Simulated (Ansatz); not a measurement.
System: CH$_{2}$S, net charge 0, singlet state. 
Geometry from a B3LYP-D3(BJ)/def2-TZVP (Ansatz, a program for electronic structure) optimisation:
```
C
H 1 1.0888
H 1 1.0888 2 115.51
S 1 1.6055 2 122.25 3 -180.00
```
Charge 0, spin multiplicity 1.

Total electronic energies in hartree. Valence correlation only, unless marked. No spin-orbit coupling. Non-relativistic. CBS marks a two-point X^-3 extrapolation of the correlation energy; Hartree-Fock from the larger set.

The Hartree-Fock reference is unstable (checked in the largest basis), which strains HF and MP2. 

| level | program | energy (Eh) |
|---|---|---|
| HF/def2-SVP | Ansatz | -436.36787 |
| HF/cc-pV(Q+d)Z | Ansatz | -436.56510 |
| SVWN5/def2-TZVPD | Ansatz | -435.74721 |
| B2GP-PLYP-D4/def2-TZVPD | Ansatz + dftd4 | -437.27149 |
| SCS-MP2/6-31G* | Ansatz | -436.75259 |
| SCS-MP2/def2-QZVPP | Ansatz | -436.92889 |
| CCSD(T)/STO-3G | Ansatz | -431.80252 |
| CCSD(T)/def2-QZVPPD | Ansatz | -436.96744 |
| CCSD(T)/CBS(aug-cc-pV(T+d)Z,aug-cc-pV(Q+d)Z) | Ansatz | -436.9824 |

Totals of different functionals don't rank their quality; only differences between species are comparable.
